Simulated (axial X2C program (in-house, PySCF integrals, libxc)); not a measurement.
Correcting the dissociation energy of SnO for spin–orbit coupling

A spin-free PBE0 curve (one-electron X2C) was computed with an in-house all-electron X2C program for linear molecules (integrals from PySCF), basis Sn dyall-cv3z [11s12p9d4f1g], O dyall-av3z [7s6p3d2f] (cores contracted in-house), for the state M_S = 0, Λ = 0 (closed shell). It gives D0 = 5.318 eV to Sn + O, which in a spin-free picture are the weighted means of the ground terms.

Measured levels of the ground terms (NIST Handbook of Basic Atomic Spectroscopic Data), in cm⁻¹: Sn 3P: J = 0 at 0, J = 1 at 1691.8, J = 2 at 3427.7; O 3P: J = 2 at 0, J = 1 at 158.3, J = 0 at 227.

The molecular state has Λ = 0, so it has no first-order lowering.

(1) How far does each ground level lie under the (2J+1)-weighted mean of its term?

(2) Correct D0.

Second-order spin–orbit effects in the molecule, which grow quickly with Z, are left out. Occupations by symmetry block were frozen at the best pattern of an incomplete PBE0 search. Dissociation energies refer to the lowest single-determinant-based atoms at the same level and basis.

Answers

(1) Sn: (1 × 0 + 3 × 1691.8 + 5 × 3427.7)/9 = 2468 cm⁻¹; O: (5 × 0 + 3 × 158.3 + 1 × 227)/9 = 78 cm⁻¹.

(2) D0 = 5.318 + (0 − 2546)/8065.5 = 5.002 eV at PBE0 with these spin–orbit terms.
